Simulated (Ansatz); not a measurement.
Start from `[OH][GeH2][S][GaH2]` and change one atom or group to get `[OH][GeH2][SH]`.

Ansatz, PBE0-D4/def2-TZVP geometries, multiplicity 1. Each molecule was computed in one conformer, which needn't be the lowest. `[OH][GeH2][S][GaH2]` holds a close contact that its SMILES doesn't draw: Ga···O 2.10 Å.

Scalar relativity is left out up to krypton.

| property | `[OH][GeH2][S][GaH2]` |
| --- | --- |
| HOMO–LUMO gap (PBE0/def2-TZVPP) / eV | 5.74 |
| HOMO energy (PBE0/def2-TZVPP) / eV | -6.91 |
| HOMO–LUMO gap (ωB97M-V/def2-TZVPP) / eV | 9.59 |
| size of the dipole moment (B3LYP/def2-TZVPP) / D | 3.46 |
| size of the dipole moment (PBE/def2-TZVPP) / D | 3.40 |
| LUMO energy (PBE0/def2-TZVPP) / eV | -1.17 |

Task: What does the change do to each property? (An estimate is asked.)

Result: The calculation gave: 
```csv
property,`[OH][GeH2][SH]`,shift
HOMO–LUMO gap (PBE0/def2-TZVPP) / eV,7.79,2.05
HOMO energy (PBE0/def2-TZVPP) / eV,-7.61,-0.70
HOMO–LUMO gap (ωB97M-V/def2-TZVPP) / eV,11.80,2.21
size of the dipole moment (B3LYP/def2-TZVPP) / D,0.29,-3.17
size of the dipole moment (PBE/def2-TZVPP) / D,0.23,-3.17
LUMO energy (PBE0/def2-TZVPP) / eV,0.18,1.35
```

With PBE0 the HOMO falls by 0.70 eV and the LUMO rises by 1.35 eV, so the gap widens by about 2.05 eV. PBE moves the HOMO by -0.61 eV and ωB97M-V by -0.77 eV. The zero-point energy changes by -19.7 kJ/mol with -6 modes. Dipoles are sizes alone; their direction can turn.

Positive LUMOs are unbound, so they and the gaps depend on the basis.

B3LYP here is the variant with VWN-RPA as its local correlation; programs differ in this.
